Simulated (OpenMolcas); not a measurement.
Predicting a hybrid from its neighbours: GaNH2F2

GaNH2F2: 6 atoms, total charge 0, spin state singlet. SMILES: `[NH2][Ga]([F])[F]`. The shape is that of a PBE0-D4/def2-TZVP optimisation.

The HOMO–LUMO gap y, in eV, basis cc-pVDZ; a is the functional's share of exact exchange. Programs: OpenMolcas 26.06.

```
functional     program     a  y (eV)
    r2SCAN  OpenMolcas     0    5.34
      BLYP  OpenMolcas     0    4.51
     B3LYP  OpenMolcas   0.2    6.49
      PBE0  OpenMolcas  0.25       ?
     BHLYP  OpenMolcas   0.5    9.40
```

Fit y = c + s·a to the known rows and predict PBE0.


1. Means of the 4 rows: a = 0.1750, y = 6.435.
2. Σ(Δa)² = 0.1675, Σ(Δa·Δy) = 1.4935, so the slope is 1.4935/0.1675 = 8.9164.
3. Intercept: 6.435 − (8.9164) × 0.1750 = 4.875. The largest residual of the fit is 0.47.
4. PBE0: 4.875 + (8.9164) × 0.25 = 7.10 eV.

The run gave 7.14 eV, so the prediction is off by -0.04 eV, within the largest residual. Exact exchange lowers occupied levels and raises empty ones. The rows mix families of semi-local functionals, which the line can't see.
